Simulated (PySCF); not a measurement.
Spectrum to structure. Theory: PySCF, TDDFT CAM-B3LYP/def2-SVPD, vertical, gas phase, core orbitals frozen in the response. Geometries: GFN2-xTB, one conformer each.

```json
{"state": "S1", "E (eV)": "3.30", "λ (nm)": "375.2", "f": "0.0006"}
{"state": "S2", "E (eV)": "4.29", "λ (nm)": "289.1", "f": "0.0002"}
{"state": "S3", "E (eV)": "5.49", "λ (nm)": "225.7", "f": "0.015"}
{"state": "S4", "E (eV)": "5.99", "λ (nm)": "207.1", "f": "0.021"}
{"state": "S5", "E (eV)": "6.31", "λ (nm)": "196.6", "f": "0.023"}
{"state": "S6", "E (eV)": "6.66", "λ (nm)": "186.3", "f": "0.0087"}
{"state": "S7", "E (eV)": "6.91", "λ (nm)": "179.3", "f": "0.011"}
{"state": "S8", "E (eV)": "7.31", "λ (nm)": "169.6", "f": "0.019"}
```

Triplets computed (Tamm–Dancoff): 2.69, 3.77, 5.21 eV.

Orbital energies (eV): HOMO-3 -11.84, HOMO-2 -11.15, HOMO-1 -9.80, HOMO -9.04, LUMO -1.32, LUMO+1 -0.38, LUMO+2 0.38.

**Question.** Which structure fits? All have the formula C5H5NO2Si.
A. `N#C[Si@H]1C=C(OC=O)C1`
B. `c1cc2c(cn1)O[SiH2]O2`
C. `C#CC1=NC=C(O[SiH3])O1`
D. `C#C[C@@H](C#N)C(=O)O[SiH3]`
E. `N#C[C@H]1C(=O)CC([SiH2]1)=O`

**Answer.** E. Its S1, at 3.30 eV, is the lowest among the candidates; the nearest of the others has S1 at 4.93 eV. S1 is HOMO→LUMO (83%), HOMO→LUMO+1 (10%). Löwdin shares by element: HOMO oxygen 47% or more, carbon 28% or more, silicon 11%; LUMO carbon 34% or more, oxygen 19% or more, silicon 11% (atoms not listed hold the other 35%). At the same level the other candidates give, for their lowest levels:
- `C#C[C@@H](C#N)C(=O)O[SiH3]`: 5.72 eV (f 0.007); 6.51 eV (f 0.001); 6.82 eV (f 0.005); 6.84 eV (f 0.006); 7.53 eV (f 0.006); T1 5.17 eV; HOMO -9.95, LUMO 0.15 eV
- `c1cc2c(cn1)O[SiH2]O2`: 5.38 eV (f 0.004); 5.39 eV (f 0.038); 5.65 eV (f 0.000); 5.80 eV (f 0.000); 5.99 eV (f 0.024); T1 4.16 eV; HOMO -8.13, LUMO 0.52 eV
- `C#Cc1ncc(O[SiH3])o1`: 4.93 eV (f 0.416); 5.46 eV (f 0.001); 5.84 eV (f 0.001); 5.95 eV (f 0.002); 6.06 eV (f 0.001); T1 3.23 eV; HOMO -7.68, LUMO -0.02 eV
- `N#C[Si@H]1C=C(OC=O)C1`: 5.54 eV (f 0.003); 6.17 eV (f 0.206); 6.30 eV (f 0.010); 6.79 eV (f 0.002); 6.93 eV (f 0.001); T1 4.30 eV; HOMO -9.38, LUMO -0.15 eV
